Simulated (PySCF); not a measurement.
Two species compared at the same levels of theory.

First species: C₄H₃F₆NO₂.
Bonds: C1–N2, N2–C3 (double), C3–O4, O4–C5, C5–F6, C5–F7, C5–F8, C3–O9, O9–C10, C10–F11, C10–F12, C10–F13. Hydrogens: H14, H15, H16 on C1.

Second species: CdMe(NH2), CH5CdN (singlet state).
SMILES: `[CH3][Cd][NH2]`

Levels: B3LYP/def2-SVPD for dipole moment, HOMO energy, LUMO energy, HOMO–LUMO gap and static isotropic polarisability; TDDFT B3LYP/def2-SVPD for lowest singlet excitation; TDA B3LYP/def2-SVPD for lowest triplet excitation (Tamm–Dancoff); PBE0-D3(BJ)/def2-SVP for rotational constant A and rotational constant C. Geometries: PBE0-D3(BJ)/def2-SVP. All species are isolated and taken at one optimised geometry (atoms past krypton carry core potentials, spin–orbit coupling is left out). Electronic properties by PySCF.

The conformers computed, where there is a choice (atom-mapped SMILES and torsion angles):
- `[CH3:1][N:2]=[C:3]([O:4][C:5]([F:6])([F:7])[F:8])[O:9][C:10]([F:11])([F:12])[F:13]`: N2–C3–O4–C5 -3°, C3–O4–C5–F6 -179°, N2–C3–O9–C10 -179°, C3–O9–C10–F11 179°

Values for the first species:

```
Dipole moment                            : 1.67 D
HOMO energy                              : -8.30 eV
LUMO energy                              : -0.48 eV
HOMO–LUMO gap                            : 7.82 eV
Lowest singlet excitation                : 6.28 eV
Lowest triplet excitation (Tamm–Dancoff) : 5.20 eV
Static isotropic polarisability          : 71.6 au
Rotational constant A                    : 1.155 GHz
Rotational constant C                    : 0.443 GHz
```

Question: Estimate the same properties for the second species, and the change in each.

Answer: 
```
                                property      first       second  second less first
                           dipole moment     1.67 D       1.08 D            -0.59 D
                             HOMO energy   -8.30 eV     -6.26 eV           +2.04 eV
                             LUMO energy   -0.48 eV     -0.50 eV           -0.02 eV
                           HOMO–LUMO gap    7.82 eV      5.76 eV           -2.06 eV
               lowest singlet excitation    6.28 eV      4.85 eV           -1.43 eV
lowest triplet excitation (Tamm–Dancoff)    5.20 eV      4.23 eV           -0.97 eV
         static isotropic polarisability    71.6 au      55.9 au           -15.7 au
                   rotational constant A  1.155 GHz  103.486 GHz       +102.331 GHz
                   rotational constant C  0.443 GHz    3.527 GHz         +3.084 GHz
```

On the first: The vertical singlet–triplet gap S1 − T1 is 1.08 eV (TDDFT singlet less Tamm–Dancoff triplet; S1: HOMO→LUMO, weight 0.98; T1: HOMO−1→LUMO, weight 0.95). No computed singlet falls in the visible range (750 to 380 nm, 1.65 to 3.26 eV); S1 lies 3.02 eV above its blue end.

On the second: No computed singlet falls in the visible range (750 to 380 nm, 1.65 to 3.26 eV); S1 lies 1.59 eV above its blue end. In wavenumbers S1 is 39100 cm⁻¹ (1 eV = 8065.54 cm⁻¹). Atoms past krypton carry effective core potentials; spin–orbit coupling is left out.
